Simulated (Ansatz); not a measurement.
C3H4BF, SMILES `BC1(F)C=C1`, relaxed with RKS PBE0-D4/def2-TZVP in Ansatz from a PBE-D4/def2-SVP geometry. The force threshold is 0.005 eV/Å; the program also tests the step.

Charge 0, multiplicity 1.

Start:

```xyz
9

B     0.033    1.459    0.199
C    -0.355   -0.030    0.276
F    -1.421   -0.350    1.123
C     0.663   -1.150    0.120
C    -0.171   -1.009   -0.869
H     0.945    1.776   -0.540
H    -0.543    2.300    0.860
H     1.466   -1.672    0.650
H    -0.616   -1.324   -1.819
```

**Question.** By how much does the energy fall, and how many steps does the optimiser take? (Estimate.)

**Answer.** Computed: 0.05 eV, in 8 steps.

**Question.** Which bonds change most? (An estimate is asked.)

**Answer.** Computed: C2–C4 from 1.522 to 1.498 Å; B1–H7 from 1.216 to 1.193 Å; B1–H6 from 1.216 to 1.195 Å; C2–C5 from 1.518 to 1.498 Å.

**Question.** Give the relaxed structure. (An estimate is asked.)

**Answer.** Computed: 
```xyz
9

B     0.034    1.450    0.196
C    -0.336   -0.032    0.278
F    -1.399   -0.342    1.128
C     0.652   -1.146    0.118
C    -0.170   -0.997   -0.855
H     0.937    1.761   -0.521
H    -0.558    2.274    0.824
H     1.442   -1.670    0.627
H    -0.602   -1.298   -1.793
```
